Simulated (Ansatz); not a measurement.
Calculated with Ansatz (gas phase, PBE0-D4/def2-TZVP geometries, no zero-point term in ΔE). CCSD(T)/CBS is the MP2 limit (def2-TZVPP, def2-QZVPP) plus CCSD(T) − MP2 in def2-TZVPP, frozen cores. Functionals use def2-TZVPP. B3LYP here is the variant with VWN-RPA as its local correlation; programs differ in this. def2 core potentials past Kr. For Nb outer-core shells are correlated without core-valence functions, which leaves a few kJ/mol of doubt a bond. Each species was taken in one conformer, which may not be the lowest.

Reaction (redistribution): `[NH]=[Nb]([NH2])([NH2])[F]` + `F[Si]1(F)CO1` → `[NH]=[Nb]([NH2])([F])[F]` + `N[Si]1(F)CO1`

```
             level  ΔE (kJ/mol)  difference from CCSD(T)/CBS
         revPBE-D4        -32.9                        -12.5
           BLYP-D4        -29.5                         -9.1
            B97M-V        -30.3                         -9.9
            B2PLYP        -26.4                         -6.0
              BLYP        -30.5                        -10.1
            r2SCAN        -31.7                        -11.3
             B3LYP        -30.0                         -9.6
       HF/def2-SVP        -44.5                        -24.1
CCSD(T)/def2-TZVPP        -20.2                          0.2
    MP2/def2-QZVPP        -18.5                          1.9
       CCSD(T)/CBS        -20.4                            0
```

Largest T1 diagnostic among the species: 0.020, so the coupled-cluster value is less sure than usual.

In def2-TZVPP, CCSD(T) changes the Hartree–Fock value by +8.9 kJ/mol (the triples alone add +1.2 kJ/mol) and MP2 by +10.4 kJ/mol. Leaving LDA and LC-ωPBE aside and taking each functional with its dispersion term where it has one, the values, not all of them listed here, spread over 7.8 kJ/mol, from ωB97X-V to B2PLYP. At CCSD(T), def2-SVP lies −11.2 kJ/mol from the extrapolated value and def2-TZVPP +0.3 kJ/mol.
